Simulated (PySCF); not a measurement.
A structure optimised at B3LYP-D3(BJ)/def2-SVP, used in a PySCF frequency run:

```
C
C 1 1.3369
H 1 1.0925 2 118.83
C 1 1.4940 3 115.98 2 180.00
F 4 1.3620 1 109.49 3 58.55
F 4 1.3620 5 107.07 1 118.61
H 4 1.1008 5 108.65 6 117.18
Cl 2 1.7319 1 121.98 3 0.00
Cl 2 1.7384 1 123.91 3 180.00
```

**Question.** Write its SMILES, formula and point group.

**Answer.** FC(F)C=C(Cl)Cl, C₃H₂Cl₂F₂, Cs

**Question.** What are its rotational constants (standard atomic weights)?

**Answer.** 2.6624, 0.93858, 0.79325 GHz
